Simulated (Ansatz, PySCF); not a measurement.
Process, species as SMILES: C1CSC1 + 4 [H][H] (H2) -> 3 C (CH4) + S (H2S)
Each molecule is optimised on its own at B3LYP-D3(BJ)/def2-TZVP (Ansatz, a first-principles code), one conformer each, not searched for the lowest.
Geometry of the first species:
SMILES: C1CCS1
```xyz
10

C      0.0008     1.3184     0.2509
C     -1.1480     0.2936     0.2181
S     -0.0008    -1.0285    -0.3774
C      1.1487     0.2927     0.2156
H      0.0020     1.9898     1.1112
H      0.0000     1.9219    -0.6563
H     -1.9694     0.5086    -0.4615
H     -1.5445     0.0509     1.2035
H      1.9688     0.5071    -0.4659
H      1.5473     0.0497     1.2000
```

Wanted: energy of full hydrogenation (0 K, with B3LYP-D3(BJ) harmonic zero-point energies from PySCF), in kcal/mol. Cores are frozen in the correlated levels unless marked. No spin-orbit coupling. Non-relativistic. CBS marks a two-point X^-3 extrapolation of the correlation energy; Hartree-Fock from the larger set. [CCSD(T)-MP2]/basis is that difference in the basis named.

```csv
level,program,energy of full hydrogenation (kcal/mol)
PBE-D3(BJ)/def2-TZVPD,Ansatz + dftd3,-68.3
PBE0-D3(BJ)/def2-TZVP,Ansatz + dftd3,-72.0
```

Q: What does RI-MP2/CBS(aug-cc-pV(T+d)Z,aug-cc-pV(Q+d)Z)+[CCSD(T)-MP2]/aug-cc-pV(T+d)Z (Ansatz) give?

A: -71.0 kcal/mol, so PBE0-D3(BJ)/def2-TZVP differs from it by -1.0 kcal/mol.
